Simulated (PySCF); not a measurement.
7-methylindole, C9H9N.
Bonds: C1–C2, C2–C3 (aromatic), C3–C4 (aromatic), C4–C5 (aromatic), C5–C6 (aromatic), C6–C7 (aromatic), C7–C8 (aromatic), C8–N9 (aromatic), N9–C10 (aromatic), C2–C10 (aromatic), C6–C10 (aromatic). Hydrogens: H11, H12, H13 on C1; H14 on C3; H15 on C4; H16 on C5; H17 on C7; H18 on C8; H19 on N9.

Method: PySCF 2.14.0, PBE0-D3(BJ)/def2-SVP geometry optimisation, gas phase; density fitting, grid level 1; the optimiser is geomeTRIC in internal coordinates, started from a GFN2-xTB structure.

Step 0: E = -10949.8238 eV
```
atom  x, y, z in Å  |  force x, y, z in eV/Å
C1      2.2127   -1.1022    0.2667   -0.427   0.412  -0.047
C2      1.1444   -0.0556    0.1517    0.378  -0.442   0.033
C3      1.4165    1.2962    0.2223   -0.052   0.055  -0.013
C4      0.4118    2.2622    0.1087    0.070   0.158   0.020
C5     -0.9048    1.9113   -0.0767   -0.004  -0.073  -0.003
C6     -1.2231    0.5544   -0.1514   -0.029  -0.126   0.003
C7     -2.4364   -0.1690   -0.3286    0.044   0.162   0.003
C8     -2.1170   -1.4911   -0.3181    0.023  -0.207   0.005
N9     -0.7695   -1.6425   -0.1435    0.094  -0.070   0.013
C10    -0.1928   -0.4084   -0.0369    0.053   0.188   0.006
H11     3.1852   -0.6390    0.4120    0.385   0.089   0.055
H12     2.0152   -1.7623    1.1120    0.000  -0.308   0.316
H13     2.2526   -1.7119   -0.6368    0.086  -0.285  -0.313
H14     2.4374    1.6195    0.3697    0.446   0.100   0.059
H15     0.6873    3.3053    0.1693    0.094   0.444   0.027
H16    -1.6774    2.6607   -0.1627   -0.324   0.336  -0.037
H17    -3.4154    0.2511   -0.4466   -0.580   0.184  -0.075
H18    -2.7541   -2.3493   -0.4197   -0.337  -0.462  -0.060
H19    -0.2822   -2.5203   -0.0992    0.081  -0.157   0.007
```

Task: Estimate the geometry and energy of step 1. (The exact step hangs on the optimiser's Hessian estimate; all steps are aligned on step 0, rigid shifts and turns removed.)

Result: E = -10949.8757 eV, largest force 0.103 eV/Å
```
atom  x, y, z in Å  |  force x, y, z in eV/Å
C1      2.2131   -1.1066    0.2675    0.070  -0.068   0.006
C2      1.1550   -0.0554    0.1515   -0.063   0.060  -0.007
C3      1.4268    1.3066    0.2210    0.093  -0.002   0.013
C4      0.4163    2.2808    0.1106    0.009   0.056   0.001
C5     -0.9084    1.9238   -0.0749   -0.069   0.057  -0.007
C6     -1.2343    0.5592   -0.1518    0.031   0.019   0.003
C7     -2.4530   -0.1728   -0.3317   -0.098   0.029  -0.009
C8     -2.1256   -1.5035   -0.3196    0.002  -0.046  -0.001
N9     -0.7700   -1.6412   -0.1428    0.009  -0.011   0.002
C10    -0.1938   -0.3988   -0.0367   -0.016  -0.077  -0.003
H11     3.2058   -0.6573    0.4140   -0.028  -0.018  -0.004
H12     2.0240   -1.7812    1.1215    0.006   0.021  -0.025
H13     2.2631   -1.7350   -0.6396   -0.001   0.018   0.028
H14     2.4632    1.6273    0.3671   -0.033  -0.010  -0.004
H15     0.6900    3.3373    0.1730   -0.007  -0.024  -0.001
H16    -1.6878    2.6864   -0.1601    0.028  -0.027   0.003
H17    -3.4536    0.2392   -0.4540    0.042  -0.017   0.003
H18    -2.7645   -2.3797   -0.4246    0.026   0.027   0.003
H19    -0.2760   -2.5199   -0.0980   -0.002   0.014  -0.001
```

The energy changes by -0.0519 eV. The first-order estimate −F·Δx gives -0.1076 eV and the mean of the old and new forces, exact on a quadratic surface, -0.0524 eV. The step makes an angle of 47° with the force vector and moves no atom by more than 0.041 Å.

What follows is the cost of the whole optimisation. The run took about 4 min of CPU time (one thread, shared machine).
